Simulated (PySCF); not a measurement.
C8H10P (charge -1).
Bonds: C1–C2 (double), C2–C3, C3–C4 (aromatic), C4–C5 (aromatic), C5–C6, C6–C7, C5–C8 (aromatic), C8–P9 (aromatic), C3–P9 (aromatic). Hydrogens: H10, H11 on C1; H12 on C2; H13 on C4; H14, H15 on C6; H16, H17, H18 on C7; H19 on C8.

NICS = −σ at a ghost point: NICS(0) at the centroid of the ring atoms, NICS(1) 1 Å to either side along the normal of their mean plane, zz for the tensor component along that normal. Level: GIAO PBE0/pcSseg-1 (PySCF, non-relativistic, gas phase) on the GFN2-xTB geometry, one conformer.

Ring bond lengths (Å), with Mayer bond orders in brackets: C3–C4 1.397 (1.37), C4–C5 1.391 (1.36), C5–C8 1.389 (1.42), C8–P9 1.735 (1.30), P9–C3 1.771 (1.20).

Q: What do the NICS probes read (ppm)?

A: 
```
          ring                                               type  NICS(0)  NICS(1), two faces  NICS(1)zz, two faces  rms pucker (Å)  centre to ring atoms, mean (Å)
C3–C4–C5–C8–P9  5-membered ring with P; formal bonds all aromatic    -10.0         -9.4 / -9.7         -23.0 / -24.2            0.00                            1.30
```

Q: What can be read from them?

A: 
- C3–C4–C5–C8–P9: mean NICS(1)zz -23.6 ppm, shielded.

Q: And the bond-length index? HOMA = 1 − mean of α(R − Ropt)² over the ring bonds, with Krygowski's 1993 parameters (CC: Ropt 1.388 Å, α 257.7 Å⁻²; CP: Ropt 1.698 Å, α 118.91 Å⁻²).

A: 
- C3–C4–C5–C8–P9: HOMA 0.83; the largest term is that of P9–C3, α(R − Ropt)² = 0.64.

Shape of the structure used: `[CH2:1]=[CH:2][c:3]1[cH:4][c:5]([CH2:6][CH3:7])[cH:8][p-:9]1`: C1–C2–C3–C4 180°, C4–C5–C6–C7 89°.
